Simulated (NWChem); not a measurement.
Molecule: SiH₄S; SMILES [SiH3]S

Computed with NWChem. Pople sets run with spherical d functions. The geometry was optimised at PBE0-D3(BJ)/def2-TZVP. Ions are spin-unrestricted doublets at the neutral geometry; other ion states weren't tried.

```
level                vertical ionisation energy, ΔSCF (eV)  −ε(HOMO) (eV)  ΔSCF minus −ε(HOMO) (eV)
-------------------  -------------------------------------  -------------  ------------------------
B3LYP/6-31G*                                           ___            ___                       ___
PBE/6-31G*                                            9.68           6.16                      3.52
Hartree-Fock/6-31G*                                   8.95          10.30                     -1.35
CAM-B3LYP/6-31G*                                      9.89           8.70                      1.19
PBE0/6-31G*                                           9.84           7.43                      2.41
```

Problem. Some entries are withheld; supply them.

Solution. 
- B3LYP/6-31G*, vertical ionisation energy, ΔSCF (eV): 9.83
- B3LYP/6-31G*, −ε(HOMO) (eV): 7.14
- B3LYP/6-31G*, ΔSCF minus −ε(HOMO) (eV): 2.69
